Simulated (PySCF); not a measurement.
Ga (SMILES [Ga+]), charge +1, singlet; PySCF with SVWN5/aug-cc-pVDZ.

PySCF was given this input:
```python
from pyscf import gto, scf, dft

mol = gto.Mole()
mol.atom = '''
    Ga    0.00000000    0.00000000    0.00000000
'''
mol.basis = 'aug-cc-pvdz'
mol.charge = 1
mol.verbose = 4
mol.build()

mf = dft.RKS(mol)
mf.xc = 'lda,vwn'
mf.conv_tol = 1e-6
mf.kernel()
mf.analyze()
```

It wrote (shortened):

```
PySCF version 2.14.0

[INPUT] verbose = 4
[INPUT] num. atoms = 1
[INPUT] num. electrons = 30
[INPUT] charge = 1
[INPUT] spin (= nelec alpha-beta = 2S) = 0
[INPUT] symmetry False subgroup None
[INPUT] Mole.unit = angstrom
[INPUT] Symbol           X                Y                Z      unit          X                Y                Z       unit  Magmom
[INPUT]  1 Ga     0.000000000000   0.000000000000   0.000000000000 AA    0.000000000000   0.000000000000   0.000000000000 Bohr   0.0

nuclear repulsion = 0
number of shells = 9
number of NR pGTOs = 86
number of NR cGTOs = 36
basis = aug-cc-pvdz
ecp = {}

******** <class 'pyscf.dft.rks.RKS'> ********
method = RKS
initial guess = minao
damping factor = 0
level_shift factor = 0
DIIS = <class 'pyscf.scf.diis.CDIIS'>
diis_start_cycle = 1
diis_space = 8
diis_damp = 0
SCF conv_tol = 1e-06
SCF conv_tol_grad = None
SCF max_cycles = 50
direct_scf = True
direct_scf_tol = 1e-13
XC library pyscf.dft.libxc version 7.1.2
    S. Lehtola, C. Steigemann, M. J. T. Oliveira, and M. A. L. Marques,  SoftwareX 7, 1–5 (2018)
XC functionals = lda,vwn
    P. A. M. Dirac,  Math. Proc. Cambridge Philos. Soc. 26, 376 (1930)
    F. Bloch,  Z. Phys. 57, 545 (1929)
    S. H. Vosko, L. Wilk, and M. Nusair,  Can. J. Phys. 58, 1200 (1980)
radial grids:
    Treutler-Ahlrichs [JCP 102, 346 (1995); DOI:10.1063/1.469408] (M4) radial grids

becke partition: Becke, JCP 88, 2547 (1988); DOI:10.1063/1.454033
pruning grids: <function nwchem_prune>
grids dens level: 3
symmetrized grids: False
atomic radii adjust function: <function treutler_atomic_radii_adjust>
small_rho_cutoff = 0
Set gradient conv threshold to 0.001
Initial guess from minao.
tot grids = 20904
init E= -1921.2421687576
  HOMO = -0.311746885885656  LUMO = -0.0908635263177438  gap/eV = 6.01054
cycle= 1 E= -1921.507827983  delta_E= -0.266  |g|= 0.25  |ddm|= 0.483
  HOMO = -0.638968022231093  LUMO = -0.37033457384937  gap/eV = 7.30989
cycle= 2 E= -1921.52247373425  delta_E= -0.0146  |g|= 0.155  |ddm|= 0.77
  HOMO = -0.607960976777879  LUMO = -0.346916601103075  gap/eV = 7.10338
cycle= 3 E= -1921.52793687666  delta_E= -0.00546  |g|= 0.00303  |ddm|= 0.197
  HOMO = -0.602482957087126  LUMO = -0.342242616684897  gap/eV = 7.08150
cycle= 4 E= -1921.52794227551  delta_E= -5.4e-06  |g|= 0.000223  |ddm|= 0.0164
  HOMO = -0.602432946347748  LUMO = -0.342201107300595  gap/eV = 7.08127
cycle= 5 E= -1921.52794228597  delta_E= -1.05e-08  |g|= 2.45e-06  |ddm|= 0.000323
  HOMO = -0.602432856763236  LUMO = -0.342201234713067  gap/eV = 7.08126
Extra cycle  E= -1921.52794228597  delta_E= 6.82e-13  |g|= 1.62e-06  |ddm|= 7.31e-06
converged SCF energy = -1921.52794228597
**** SCF Summaries ****
Total Energy =                       -1921.527942285970994
Nuclear Repulsion Energy =               0.000000000000000
One-electron Energy =                -2672.667130502745749
Two-electron Energy =                  751.139188216774755
Two-electron Coulomb Energy =          822.814209515361881
DFT Exchange-Correlation Energy =      -71.675021298587112
HOMO-LUMO gap [eV] =                     7.081263122217903
**** MO energy ****
MO #1   energy= -370.575357706355  occ= 2
MO #2   energy= -45.6108788088101  occ= 2
MO #3   energy= -40.510549334151   occ= 2
MO #4   energy= -40.510549334151   occ= 2
MO #5   energy= -40.5105493341509  occ= 2
MO #6   energy= -5.57772573885284  occ= 2
MO #7   energy= -3.92006794976512  occ= 2
MO #8   energy= -3.92006794976512  occ= 2
MO #9   energy= -3.92006794976511  occ= 2
MO #10  energy= -1.06445562098265  occ= 2
MO #11  energy= -1.06445562098264  occ= 2
MO #12  energy= -1.06445562098264  occ= 2
MO #13  energy= -1.06445562098263  occ= 2
MO #14  energy= -1.06445562098261  occ= 2
MO #15  energy= -0.602432856763236 occ= 2
MO #16  energy= -0.342201234713067 occ= 0
MO #17  energy= -0.342201234713065 occ= 0
MO #18  energy= -0.342201234713062 occ= 0
MO #19  energy= -0.137921172020898 occ= 0
MO #20  energy= -0.0864814322431381 occ= 0
MO #21  energy= -0.0864814322431324 occ= 0
MO #22  energy= -0.0864814322431302 occ= 0
MO #23  energy= -0.085511580148319 occ= 0
 ** Mulliken pop on meta-lowdin orthogonal AOs  **
 ** Mulliken pop  **
pop of  0 Ga 1s           2.00000
pop of  0 Ga 2s           1.99994
pop of  0 Ga 3s           1.99873
pop of  0 Ga 4s           1.98454
pop of  0 Ga 5s           0.01658
pop of  0 Ga 6s           0.00021
pop of  0 Ga 2px          2.00000
pop of  0 Ga 2py          2.00000
pop of  0 Ga 2pz          2.00000
pop of  0 Ga 3px          1.99986
pop of  0 Ga 3py          1.99986
pop of  0 Ga 3pz          1.99986
pop of  0 Ga 4px          0.00011
pop of  0 Ga 4py          0.00011
pop of  0 Ga 4pz          0.00011
pop of  0 Ga 5px          0.00003
pop of  0 Ga 5py          0.00003
pop of  0 Ga 5pz          0.00003
pop of  0 Ga 6px          0.00000
pop of  0 Ga 6py          0.00000
pop of  0 Ga 6pz          0.00000
pop of  0 Ga 3dxy         1.99951
pop of  0 Ga 3dyz         1.99951
pop of  0 Ga 3dz^2        1.99951
pop of  0 Ga 3dxz         1.99951
pop of  0 Ga 3dx2-y2      1.99951
pop of  0 Ga 4dxy         0.00039
pop of  0 Ga 4dyz         0.00039
pop of  0 Ga 4dz^2        0.00039
pop of  0 Ga 4dxz         0.00039
pop of  0 Ga 4dx2-y2      0.00039
pop of  0 Ga 5dxy         0.00010
pop of  0 Ga 5dyz         0.00010
pop of  0 Ga 5dz^2        0.00010
pop of  0 Ga 5dxz         0.00010
pop of  0 Ga 5dx2-y2      0.00010
 ** Mulliken atomic charges  **
charge of    0Ga =      1.00000

WARN: System has nonzero charge 1; the dipole moment is origin-dependent.
Location of origin: [0. 0. 0.]

Dipole moment(X, Y, Z, Debye):  0.00000, -0.00000, -0.00000
```
